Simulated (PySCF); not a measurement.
Si(F)2(Cl)(Me) (CH3ClF2Si), SMILES C[Si](F)(F)Cl. Geometry: PBE0-D3(BJ)/def2-SVP.

Computed equilibrium geometry at PBE0-D3(BJ)/def2-SVP (PySCF confirms it by a frequency run) as Cartesian coordinates in Å, and its point group:
point group Cs.
```xyz
8

C     -1.5042    -1.2647     0.0000
Si     0.0712    -0.3222     0.0000
F      0.9645    -0.6866     1.2874
F      0.9645    -0.6866    -1.2874
Cl    -0.2255     1.6965     0.0000
H     -2.0985    -1.0187     0.8922
H     -2.0985    -1.0187    -0.8922
H     -1.3017    -2.3464     0.0000
```
